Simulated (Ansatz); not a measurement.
A nudged elastic band was laid between two geometries of ClF₅HTa (8 atoms, charge 0, multiplicity 1).

Method: RKS BLYP-D4/def2-SVP (Ansatz 0.2.0).

| Quantity | Value |
| --- | --- |
| movable images | 5 |
| climbing image | yes |
| spring | 5.0 eV/Å² |
| optimiser | quadratic models (default) |
| start path | through a guess of the saddle point |
| force threshold | 0.03 eV/Å |
| iteration limit | 60 |
| end points | relaxed |

Image 0:

```xyz
8
Properties=species:S:1:pos:R:3
Ta -0.063 0.098 0.067
F 1.781 0.548 0.282
F -0.223 0.256 1.959
F 0.394 -0.545 -1.666
F -0.900 1.693 -0.428
F -1.453 -1.190 0.115
Cl 1.322 -2.404 0.856
H 2.465 -1.775 0.902
```

Image 6:

```xyz
8
Properties=species:S:1:pos:R:3
Ta -0.177 -0.393 0.156
F 2.065 0.265 0.390
F -0.224 0.075 2.000
F 0.391 -0.728 -1.628
F -0.292 1.441 -0.269
F -1.926 -1.021 -0.001
Cl 1.056 -2.367 0.801
H 2.428 -0.591 0.641
```

Task: What changes between the two ends?

Result: Bonds broken: Cl7–H8. Bonds formed: F2–H8.

Task: Give the energies along the band, and the barrier.

Result: It converged. The highest image is number 3 of 0 to 6, 0.45 eV above the first end and 0.21 eV above the last; the last end lies 0.24 eV above the first. A vibrational analysis at the climbing image gives one clearly imaginary mode, 479i cm⁻¹: a first-order saddle point. The orbitals stay closed-shell, which can raise the energy where a bond breaks towards radicals; this wasn't checked here.

```tsv
image	path coordinate (Å)	energy (eV)	Cl7–H8 (Å)	F2–H8 (Å)
0	0.00	0.00	1.31	2.50
1	0.42	0.03	1.31	2.07
2	0.83	0.19	1.35	1.63
3	1.25	0.45	1.58	1.19
4	1.50	0.35	1.81	1.03
5	1.76	0.26	2.05	0.98
6	2.01	0.24	2.25	0.96
```

Task: What is the geometry of the highest image?

Result: 
```xyz
8
Properties=species:S:1:pos:R:3:forces:R:3
Ta -0.087 -0.214 0.125 0.02 0.00 -0.01
F 1.959 0.254 0.407 0.00 -0.01 0.01
F -0.230 0.129 1.987 0.00 0.00 0.00
F 0.453 -0.634 -1.646 -0.01 0.00 0.00
F -0.588 1.531 -0.335 0.00 0.00 0.00
F -1.662 -1.217 0.040 0.00 0.00 0.00
Cl 1.361 -2.274 0.830 0.00 0.00 0.00
H 2.114 -0.893 0.681 -0.01 0.01 -0.01
```

Task: What are the harmonic wavenumbers there?

Result: 479i, 59, 122, 138, 184, 186, 193, 242, 248, 280, 440, 661, 669, 670, 701, 814, 832, 1384 cm⁻¹.

Run time: 3.1 min on 4 threads of Arm Neoverse N1, with other jobs on the host, peak memory 0.19 GiB.
